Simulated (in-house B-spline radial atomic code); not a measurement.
Atomic self-consistent-field run: the zinc ion Zn⁸⁺. Computed with an all-electron radial atomic-structure program (B-spline basis): scalar-relativistic (X2C) PBE0, spin-polarised, spherical fractional occupations, Fermi nucleus of rms radius 3.9283 fm.

Command:
```bash
python run_scf.py task.json out
```
Settings (nuclear radius in fm, mass in u):
```
Z                30
configuration    [Ar] 3d4
hamiltonian      x2c
method           pbe0
spin_polarised   True
nucleus          fermi
rms_radius       3.9283
atomic_mass      63.92914
speed_of_light   137.035999084
```

Output (hartree, bohr):
```
 radial grid: 64 intervals, B-splines of order 8, outer radius 7.931 bohr

 iter        energy (Eh)    residual
    1       -1754.271880    1.15e+00
    2       -1769.383366    5.46e-01
    3       -1772.134752    1.66e-01
    4       -1772.434774    5.11e-02
    5       -1772.459241    2.06e-02
    6       -1772.464804    7.63e-04
    7       -1772.464809    1.80e-05
    8       -1772.464809    1.96e-06
    9       -1772.464809    1.40e-07

 total energy                     -1772.46481
 kinetic                            1806.0479
 electron-nucleus                  -4117.6481
 Hartree                             604.8398
 exact exchange                      -16.1198
 exchange-correlation                -49.5846

 orbital      occ     eigenvalue          <r>       <r^2>       <1/r>       r_max
 1s up      1.000      -358.9163    0.0499492  0.00336922     30.7591      0.0325
 1s down    1.000      -358.9159    0.0499483  0.00336906     30.7593      0.0325
 2s up      1.000       -50.7187     0.225704   0.0601487      6.6776      0.1892
 2s down    1.000       -50.5437     0.225156   0.0598364     6.69483       0.189
 2p up      3.000       -44.8998     0.198219   0.0481687     6.46482      0.1522
 2p down    3.000       -44.7539     0.197558   0.0478104     6.48129       0.152
 3s up      1.000       -11.7989     0.639391    0.467567     2.24673      0.5722
 3s down    1.000       -11.4852     0.643147    0.473191     2.22721      0.5736
 3p up      3.000        -9.9953     0.649002     0.48882     2.11663      0.5695
 3p down    3.000        -9.6559     0.654632    0.497552     2.09294      0.5717
 3d up      4.000        -7.0590     0.645914    0.498823     1.90288      0.5079
```

Time taken, with all properties: 0.25 s on 1 thread of Arm Neoverse V2, on a shared host.

Caution: exact exchange at fractional occupations of open shells leaves self-interaction of up to several eV.

One-electron X2C: radii and densities carry no picture-change correction, so inner-shell <1/r> comes out high (for 1s by about 2 % at Z = 33, 5 % at 54, 10 % at 75, 30 % at 118) and <r> low.
